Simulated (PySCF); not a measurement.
PySCF input file for C3H5FOSi, SMILES [Si@H](F)(C#C)CO, PBE-D3(BJ)/def2-SVP. Geometry: PBE-D3(BJ)/def2-SVP. The structure was generated by enumeration; whether it is a known compound was not checked. One conformer was computed; it need not be the lowest.

```python
import numpy as np
from pyscf import gto, scf, dft, df
from pyscf.hessian import thermo

mol = gto.M(
    atom='''
    C     2.31299539    0.46788464   -1.15801574
    C     1.39367235    0.24773860   -0.37150621
    Si   -0.04716144   -0.07748828    0.72958395
    F     0.17131997   -1.52263121    1.47995627
    C    -1.55025146   -0.07667153   -0.42213546
    O    -1.51188248    1.15169445   -1.15023251
    H     3.13385443    0.66016753   -1.83787830
    H    -0.12231270    0.98523456    1.77896841
    H    -1.57244239   -0.98167684   -1.07742428
    H    -2.49533536   -0.08516716    0.16019799
    H    -0.66882153    1.16269286   -1.64584091
    ''',
    basis='def2-SVP',
    charge=0,
    spin=0,
    max_memory=1600,
    verbose=3,
)
mf = dft.RKS(mol, xc='pbe').density_fit(auxbasis='def2-universal-jkfit')
mf.disp = 'd3bj'
mf.grids.level = 3
mf.conv_tol = 1e-11
mf.max_cycle = 100
mf.kernel()

# [left out here: the lines that compute and print the analytic Hessian (its translational invariance restored by hand, since the grid's response is missing), thermochemistry and intensities]
```

Program output:

```
[...]
Mode                                 6                   7                   8
Irrep
Freq [cm^-1]                      357.6780            420.0147            590.7114
Reduced mass [au]                   7.5507              1.1757              5.2273
Force const [Dyne/A]                0.5691              0.1222              1.0747
Char temp [K]                     514.6191            604.3076            849.9022
Normal mode                   x     y     z       x     y     z       x     y     z
       0   C                 0.04 -0.02 -0.02   -0.01  0.00  0.01   -0.11 -0.03  0.09
       1   C                -0.04  0.18 -0.06   -0.05  0.00 -0.04   -0.12 -0.01  0.05
       2  Si                 0.03 -0.07 -0.00    0.01  0.01  0.03    0.06 -0.02 -0.07
       3   F                -0.03 -0.04  0.10   -0.00 -0.02  0.01   -0.01  0.04 -0.01
       4   C                 0.00  0.04 -0.02    0.03 -0.00 -0.02    0.10  0.01  0.02
       5   O                -0.03  0.02 -0.04    0.02  0.04  0.02   -0.00 -0.00  0.00
       6   H                 0.09 -0.16  0.01    0.03  0.01  0.06   -0.09 -0.03  0.13
       7   H                 0.02 -0.11  0.04    0.03 -0.03  0.06   -0.02  0.01 -0.10
       8   H                -0.07  0.03 -0.00    0.12  0.03 -0.06   -0.06 -0.01  0.05
       9   H                 0.03  0.07  0.04   -0.02 -0.07 -0.11    0.20  0.06  0.19
      10   H                 0.01  0.08  0.03   -0.41 -0.37 -0.70   -0.02  0.07 -0.02
Mode                                 9                  10                  11
Irrep
Freq [cm^-1]                      676.8100            693.0403            718.1224
Reduced mass [au]                   1.5338              1.2999              1.3040
Force const [Dyne/A]                0.4140              0.3679              0.3962
Char temp [K]                     973.7790            997.1307           1033.2182
Normal mode                   x     y     z       x     y     z       x     y     z
       0   C                 0.05  0.02 -0.02    0.03  0.09  0.09   -0.07  0.09 -0.06
       1   C                 0.01 -0.03 -0.07   -0.02 -0.04 -0.02    0.03 -0.03  0.03
       2  Si                -0.05  0.00  0.03    0.02  0.00 -0.00   -0.01 -0.01 -0.01
       3   F                -0.00 -0.00 -0.00   -0.00 -0.00  0.00    0.00  0.00  0.00
       4   C                 0.12  0.00  0.01   -0.02 -0.01 -0.01    0.01  0.01  0.01
       5   O                -0.01 -0.00 -0.00    0.00  0.00 -0.00    0.00 -0.00  0.00
       6   H                 0.02 -0.04 -0.07   -0.31 -0.62 -0.52    0.48 -0.59  0.40
       7   H                -0.64 -0.09  0.07    0.05  0.02 -0.02    0.05 -0.03  0.02
       8   H                -0.16 -0.02  0.06   -0.02  0.00 -0.03    0.05 -0.00  0.02
       9   H                 0.27  0.13  0.26   -0.03 -0.00 -0.03    0.00 -0.02 -0.00
      10   H                -0.04  0.09 -0.04    0.00 -0.01  0.00   -0.01 -0.00 -0.01
Mode                                12                  13                  14
Irrep
Freq [cm^-1]                      730.2729            796.7354            832.4936
Reduced mass [au]                   2.7280              1.3062              1.3856
Force const [Dyne/A]                0.8572              0.4885              0.5658
Char temp [K]                    1050.7001           1146.3249           1197.7730
Normal mode                   x     y     z       x     y     z       x     y     z
       0   C                 0.03 -0.00 -0.00   -0.00 -0.00  0.00   -0.01 -0.00  0.01
       1   C                 0.03  0.02  0.01   -0.00 -0.02 -0.00   -0.01 -0.01 -0.00
       2  Si                -0.09 -0.05 -0.05    0.03 -0.02  0.00    0.05  0.00 -0.03
       3   F                 0.01  0.04  0.00   -0.02  0.09 -0.02   -0.01 -0.01  0.01
       4   C                 0.08  0.07  0.11   -0.04 -0.02 -0.02   -0.06  0.04  0.09
       5   O                 0.00 -0.01  0.00    0.00  0.00  0.00    0.01  0.01 -0.02
       6   H                -0.09  0.02 -0.15   -0.00  0.02  0.01    0.00 -0.00  0.02
       7   H                 0.24 -0.14  0.07   -0.01 -0.62  0.60   -0.63 -0.02 -0.05
       8   H                 0.40  0.01  0.17   -0.07 -0.01 -0.05    0.35  0.08  0.02
       9   H                -0.01 -0.12 -0.05   -0.04 -0.01 -0.02   -0.25 -0.20 -0.23
      10   H                -0.03 -0.04 -0.06    0.02 -0.02  0.03    0.06 -0.12  0.06
Mode                                15                  16                  17
Irrep
Freq [cm^-1]                      881.9494           1028.4786           1116.9587
Reduced mass [au]                   5.5877              6.3578              1.0662
Force const [Dyne/A]                2.5608              3.9623              0.7837
Char temp [K]                    1268.9288           1479.7517           1607.0548
Normal mode                   x     y     z       x     y     z       x     y     z
       0   C                 0.01  0.00 -0.01    0.00  0.00 -0.00    0.00  0.00  0.00
       1   C                 0.00  0.01 -0.01    0.00  0.00  0.00   -0.00 -0.00 -0.00
       2  Si                 0.02 -0.10  0.07   -0.01 -0.00  0.00   -0.01  0.00  0.01
       3   F                -0.02  0.12 -0.07    0.00  0.00 -0.00    0.00 -0.00 -0.00
       4   C                -0.00  0.01  0.00    0.00 -0.17  0.09   -0.01  0.06 -0.02
       5   O                -0.01  0.00 -0.01    0.00  0.15 -0.09   -0.01 -0.01 -0.01
       6   H                 0.03 -0.02 -0.00    0.00 -0.00 -0.00    0.00 -0.00  0.00
       7   H                -0.06  0.23 -0.27    0.07  0.01 -0.01    0.05  0.01  0.01
       8   H                -0.02  0.04 -0.04   -0.01 -0.12  0.05   -0.00  0.30 -0.34
       9   H                -0.04  0.00 -0.06    0.05 -0.16  0.17    0.25 -0.43  0.40
      10   H                -0.01 -0.03 -0.02    0.08 -0.08  0.02    0.13 -0.51  0.21
Mode                                18                  19                  20
Irrep
Freq [cm^-1]                     1232.2377           1340.3697           1398.1386
Reduced mass [au]                   1.3045              1.2084              1.0625
Force const [Dyne/A]                1.1671              1.2792              1.2237
Char temp [K]                    1772.9157           1928.4936           2011.6101
Normal mode                   x     y     z       x     y     z       x     y     z
       0   C                 0.00 -0.00  0.00    0.00 -0.00 -0.00   -0.00 -0.00  0.00
       1   C                -0.00 -0.00 -0.00   -0.00 -0.00 -0.00   -0.00 -0.00 -0.00
       2  Si                 0.01 -0.01  0.01    0.00 -0.00  0.01    0.00  0.00  0.00
       3   F                -0.00  0.01 -0.00   -0.00  0.00 -0.00    0.00 -0.00  0.00
       4   C                -0.08  0.03 -0.11   -0.09 -0.00  0.03    0.02  0.06 -0.01
       5   O                 0.01  0.02  0.02    0.06 -0.03 -0.02    0.02  0.00 -0.00
       6   H                 0.00 -0.00  0.00   -0.00  0.00 -0.00   -0.00  0.00  0.00
       7   H                -0.05  0.02 -0.02    0.01  0.01  0.01   -0.01  0.00 -0.00
       8   H                 0.41 -0.42  0.48    0.16  0.18 -0.20   -0.50 -0.21  0.34
       9   H                 0.20 -0.03  0.33    0.11 -0.23  0.36   -0.08 -0.69 -0.15
      10   H                 0.02 -0.08  0.03   -0.14  0.63 -0.30   -0.02  0.13 -0.06
Mode                                21                  22                  23
Irrep
Freq [cm^-1]                     2080.6008           2211.2097           2918.8955
Reduced mass [au]                   5.9386              1.0421              1.0687
Force const [Dyne/A]               15.1466              3.0021              5.3646
Char temp [K]                    2993.5213           3181.4384           4199.6407
Normal mode                   x     y     z       x     y     z       x     y     z
       0   C                 0.13  0.03 -0.11   -0.00 -0.00  0.00   -0.00  0.00  0.00
       1   C                -0.16 -0.04  0.14    0.00  0.00 -0.00    0.00  0.00 -0.00
       2  Si                 0.01  0.00 -0.01    0.00 -0.02 -0.02    0.00 -0.00  0.00
       3   F                 0.00  0.00 -0.00   -0.00  0.00 -0.00   -0.00  0.00 -0.00
       4   C                 0.00 -0.00  0.00    0.00 -0.00  0.00   -0.02 -0.06 -0.04
       5   O                 0.00  0.00  0.00   -0.00  0.00 -0.00   -0.00 -0.00  0.00
       6   H                 0.23  0.05 -0.19   -0.00 -0.00  0.00   -0.00 -0.00  0.00
       7   H                 0.01  0.00 -0.00   -0.05  0.69  0.69   -0.00  0.00  0.00
       8   H                -0.00  0.00  0.00   -0.01 -0.00 -0.01    0.01  0.74  0.56
       9   H                 0.00 -0.00 -0.00    0.00  0.00 -0.01    0.21 -0.01 -0.15
      10   H                -0.00  0.00 -0.00    0.00 -0.00  0.00   -0.00  0.00  0.01
Mode                                24                  25                  26
Irrep
Freq [cm^-1]                     3029.3713           3385.6891           3653.3428
Reduced mass [au]                   1.0944              1.1569              1.0667
Force const [Dyne/A]                5.9175              7.8131              8.3880
Char temp [K]                    4358.5908           4871.2529           5256.3469
Normal mode                   x     y     z       x     y     z       x     y     z
       0   C                 0.00  0.00 -0.00   -0.08 -0.02  0.07   -0.00 -0.00  0.00
       1   C                 0.00 -0.00  0.00    0.02  0.01 -0.02    0.00 -0.00  0.00
       2  Si                -0.00  0.00  0.00   -0.00 -0.00  0.00    0.00  0.00 -0.00
       3   F                -0.00  0.00 -0.00    0.00  0.00 -0.00   -0.00  0.00 -0.00
       4   C                -0.07  0.02  0.05   -0.00 -0.00 -0.00   -0.00  0.00  0.00
       5   O                 0.00 -0.00 -0.00    0.00 -0.00 -0.00   -0.05 -0.00  0.03
       6   H                 0.00  0.00 -0.00    0.70  0.16 -0.58    0.00  0.00 -0.00
       7   H                 0.00 -0.00 -0.00    0.00  0.00 -0.00   -0.00 -0.00  0.00
       8   H                -0.02 -0.19 -0.14    0.00  0.00  0.00    0.00  0.00 -0.00
       9   H                 0.79 -0.00 -0.48    0.00 -0.00  0.00    0.01 -0.00 -0.01
      10   H                -0.01  0.01  0.00   -0.00  0.00  0.00    0.83  0.02 -0.50
temperature 298.1500 [K]
pressure 101325.00 [Pa]
Rotational constants [GHz] 2.84640 2.65766 1.49158
Symmetry number 1
Zero-point energy (ZPE) 0.07110 [Eh]   186665.998 [J/mol]
                           tot       elec      trans        rot        vib
Entropy [J/mol/K]       364.480      0.000    166.688    116.088     81.705
Cv [J/mol/K]            113.520      0.000     12.472     12.472     88.576
Cp [J/mol/K]            121.834      0.000     20.786     12.472     88.576
Internal energy [J/mol]                      3718.434   3718.434 200127.485
Internal energy [Eh]   -581.00626  -581.08532
Enthalpy [J/mol]                             6197.391   3718.434 200127.485
Enthalpy [Eh]          -581.00531
Gibbs free energy [J/mol]                  -43500.591 -30893.146 175767.188
Gibbs free energy [Eh] -581.04670
mode   freq/cm-1   IR/(km/mol)
   1       84.12         2.343
   2      110.04         5.065
   3      148.19         6.477
   4      162.98         1.652
   5      278.27         5.643
   6      331.39        69.031
   7      357.68        20.172
   8      420.01        83.406
   9      590.71        41.178
  10      676.81        12.735
  11      693.04        29.891
  12      718.12        19.862
  13      730.27        99.797
  14      796.74        24.150
  15      832.49       130.657
  16      881.95       192.928
  17     1028.48        71.043
  18     1116.96        30.504
  19     1232.24         0.930
  20     1340.37        33.372
  21     1398.14         5.151
  22     2080.60        40.279
  23     2211.21        97.951
  24     2918.90        34.976
  25     3029.37         8.034
  26     3385.69        51.174
  27     3653.34        34.345
max |gradient| / (hartree/bohr): 0.00022322551757921803
APT charges: [-0.1787 -0.5104  1.5964 -0.6256  0.1051 -0.5615  0.215  -0.2621 -0.0497
  0.0042  0.2672]
```

Self-consistency was reached.
